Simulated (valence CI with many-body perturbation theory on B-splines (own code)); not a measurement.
**Hyperfine factors and g values of Sb**

Level of theory: valence CI with perturbative core correlation (CI+MBPT): five valence electrons over a frozen Dirac-Fock core [Kr] 4d10, a basis of 9 s, 9 p, 8 d, 6 f, 3 g, 1 h functions for each j, with the one-electron correlation potential Σ1, the two-electron term Σ2, the three-electron term Σ3, Breit, model QED; selected CI, second order for the rest, scaled by the run's own slope (own B-spline code, finite nucleus).

Against 19 measured levels this calculation errs by 60 cm⁻¹ on average and by 198 at most. These come from a selection out of the NIST Handbook of Basic Atomic Spectroscopic Data. Levels without a partner in it may be off by more. Among the levels kept, up to 1600 cm⁻¹ of a level comes from second order outside the variational space, and about a tenth of that is noise between levels of different J, which matters for small intervals.

A/g_I is the dipole constant over the nuclear g factor μ/I (μ in nuclear magnetons, uniformly magnetised nucleus), B/Q the quadrupole constant per barn. Both hold the static response of the core; the bare values leave it out. Large factors of s and p1/2 electrons are usually good to 5 to 10 %; those of open d and f shells near neutrality can be off by tens of per cent, and small factors of p3/2, d and f electrons come from cancelling terms and can be off by a factor of two or in sign, in half-filled shells by more. B is blank for J = 1/2, where it vanishes, and for nearly pure S terms. Energies count from the lowest level.

Names give the largest LS component (configuration and term), which can be under half, so a name can repeat, a term be missing and a line seem to break the LS rules; names also repeat where a configuration has a term twice. Letters in brackets count levels of one name in rising energy.

| Level | E (cm⁻¹) | g | A/g_I (MHz) | A/g_I bare | B/Q (MHz/b) | B/Q bare |
| --- | --- | --- | --- | --- | --- | --- |
| 5s²5p³ ⁴S°_3/2 | 0.0 | 1.971 | -219 | -354 |  |  |
| 5s²5p³ ²D°_3/2 | 8503 | 0.885 | 393 | 393 | 896 | 741 |
| 5s²5p³ ²D°_5/2 | 9846 | 1.200 | 1030 | 904 | -53.7 | -43.0 |
| 5s²5p³ ²P°_1/2 | 16388 | 0.666 | 3480 | 3200 |  |  |
| 5s²5p³ ²P°_3/2 | 18430 | 1.280 | 461 | 381 | -921 | -762 |
| 5s²5p²6s ⁴P_1/2 | 43256 | 2.342 | 1660 | 1450 |  |  |
| 5s²5p²6s ⁴P_3/2 | 45950 | 1.704 | 358 | 272 | 829 | 685 |
| 5s²5p²6s ²P_1/2 | 46998 | 0.998 | -759 | -720 |  |  |
| 5s²5p²6s ⁴P_5/2 | 48333 | 1.546 | 1230 | 1050 | -912 | -764 |
| 5s²5p²6s ²P_3/2 | 49393 | 1.250 | 912 | 743 | -654 | -548 |
| 5s²5p²6p ⁴D°_1/2 | 51573 | 0.744 | 313 | 272 |  |  |
| 5s²5p²6p ⁴D°_3/2 [a] | 52508 | 1.335 | 45.3 | 33.0 | 44.1 | 36.2 |
| 5s²5p²5d ⁴P_5/2 | 53245 | 1.438 | 953 | 818 | -114 | -107 |
| 5s²5p²5d ⁴F_3/2 | 53424 | 0.732 | 210 | 204 | -244 | -214 |
| 5s²5p²6p ²S°_1/2 | 54084 | 1.285 | -638 | -665 |  |  |
| 5s²5p²5d ⁴F_5/2 | 55010 | 1.198 | 649 | 586 | 840 | 694 |
| 5s²5p²6p ⁴D°_3/2 [b] | 55034 | 1.335 | 31.7 | -24.7 | 207 | 170 |
| 5s²5p²6p ⁴D°_5/2 | 55144 | 1.401 | -106 | -131 | 703 | 580 |
| 5s²5p²6s ²D_3/2 [a] | 55179 | 1.028 | 240 | 189 | 711 | 592 |
| 5s²5p²6s ²D_5/2 | 55682 | 1.260 | 1100 | 1.00e+03 | 1670 | 1390 |
| 5s²5p²6p ²D°_3/2 | 55760 | 1.221 | 202 | 170 | -474 | -391 |
| 5s²5p²6p ⁴P°_1/2 | 55882 | 2.235 | -783 | -789 |  |  |
| 5s²5p²6s ²D_3/2 [b] | 56022 | 1.268 | 788 | 673 | 224 | 190 |
| 5s²5p²5d ⁴F_7/2 | 56443 | 1.273 | -71.4 | -87.6 | 383 | 299 |
| 5s²5p²5d ⁴P_1/2 | 56526 | 1.600 | 734 | 542 |  |  |
| 5s²5p²5d ²P_3/2 | 56617 | 1.264 | 324 | 260 | -355 | -296 |
| 5s²5p²5d ²F_5/2 | 57205 | 0.940 | 623 | 562 | -536 | -451 |
| 5s²5p²6p ²D°_5/2 [a] | 57318 | 1.341 | 870 | 729 | -640 | -539 |
| 5s²5p²7s ⁴P_1/2 [a] | 57432 | 1.613 | 2790 | 2560 |  |  |
| 5s²5p²6p ⁴D°_7/2 | 57461 | 1.389 | 613 | 509 | -847 | -711 |
| 5s²5p²7s ⁴P_1/2 [b] | 57950 | 1.677 | 2310 | 2090 |  |  |
| 5s²5p²6p ⁴P°_3/2 | 57969 | 1.765 | 1060 | 869 | -374 | -315 |
| 5s²5p²5d ⁴F_9/2 | 58468 | 1.310 | 416 | 340 | -1030 | -881 |
| 5s²5p²6p ²P°_3/2 | 58486 | 1.234 | 736 | 605 | 217 | 178 |
| 5s²5p²6p ²P°_1/2 | 58547 | 0.969 | 2660 | 2380 |  |  |
| 5s²5p²5d ⁴D_3/2 | 58611 | 1.209 | 1010 | 898 | -214 | -173 |
| 5s²5p²5d ⁴D_5/2 | 58734 | 1.277 | 896 | 793 | -439 | -360 |
| 5s²5p²6p ²D°_5/2 [b] | 58735 | 1.305 | 730 | 614 | -405 | -339 |
| 5s²5p²5d ⁴D_7/2 | 58869 | 1.267 | 462 | 379 | -236 | -207 |
| 5s²5p²5d ²P_1/2 | 59655 | 0.717 | -580 | -493 |  |  |

Problem. Take the isotope of mass number 123, with I = 7/2, μ = 2.5457 μN and Q = -0.692 b. What is the hyperfine structure of 5s²5p³ ²P°_3/2?

Solution. From the table A = 335 MHz, B = 638 MHz. Shifts from the centre of gravity in MHz: F = 2: -1920, F = 3: -1370, F = 4: -212, F = 5: 1920.
